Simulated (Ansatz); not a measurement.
`C/C=C(\F)SC` + `O[Si]S` → `CS[Si]O` + `C=C(F)SC`  (substitution at a C–C bond)

Program: Ansatz. Geometries: PBE0-D4/def2-TZVP. ΔE: electronic, gas phase. CBS: MP2 limit from def2 TZ/QZ plus the TZ coupled-cluster correction, frozen cores. This one scheme is used for every species. DFT in def2-TZVPP. B3LYP here is the variant with VWN-RPA as its local correlation; programs differ in this. Each species was taken in one conformer, which may not be the lowest.

`C/C=C(\F)SC`:

Cartesian coordinates in Å:
```
C 0.512 -1.188 2.060
C -0.273 -0.916 0.825
C 0.194 -0.307 -0.257
F 1.449 0.189 -0.272
S -0.650 -0.178 -1.773
C -0.525 1.597 -2.071
H 1.537 -0.831 1.971
H 0.052 -0.705 2.927
H 0.538 -2.262 2.272
H -1.305 -1.244 0.779
H -0.975 1.775 -3.048
H 0.518 1.910 -2.099
H -1.071 2.159 -1.314
```

`O[Si]S`:

Cartesian coordinates in Å:
```
O -0.427 0.444 -1.260
Si -1.326 -0.318 -0.111
S 0.069 -0.661 1.523
H 0.504 0.651 -1.145
H 1.180 -0.116 0.993
```

`CS[Si]O`:

Z-matrix (Å, degrees):
```
C
S 1 1.813
H 1 1.089 2 109.1
H 1 1.089 2 109.1 3 -119.7
H 1 1.092 2 110.5 3 120.1
Si 2 2.146 1 99.6 3 -120.1
O 6 1.649 2 101.1 1 180.0
H 7 0.961 6 121.6 2 -0.0
```

`C=C(F)SC`:

Z-matrix (Å, degrees):
```
C
S 1 1.803
H 1 1.088 2 110.8
H 1 1.090 2 106.0 3 -118.2
H 1 1.090 2 111.0 3 123.2
C 2 1.742 1 100.6 3 -58.4
F 6 1.343 2 114.5 1 48.5
C 6 1.324 2 125.2 1 -135.9
H 8 1.080 6 119.9 2 8.0
H 8 1.082 6 120.4 2 -171.0
```

(1) Is it downhill or uphill in electronic energy at CCSD(T)/CBS, and by how much? (Best estimate.)

(2) What do these levels give: PBE-D4, B2PLYP, PBE, B3LYP, MP2/def2-TZVPP, HF/def2-QZVPP? (Estimate.)

Largest T1 diagnostic among the species: 0.015.

Answers

(1) Ansatz gave: Uphill: ΔE = +0.12 eV.

(2) The calculation gave: PBE-D4 0.10, B2PLYP 0.13, PBE 0.11, B3LYP 0.13, MP2/def2-TZVPP 0.12, HF/def2-QZVPP 0.16 eV.
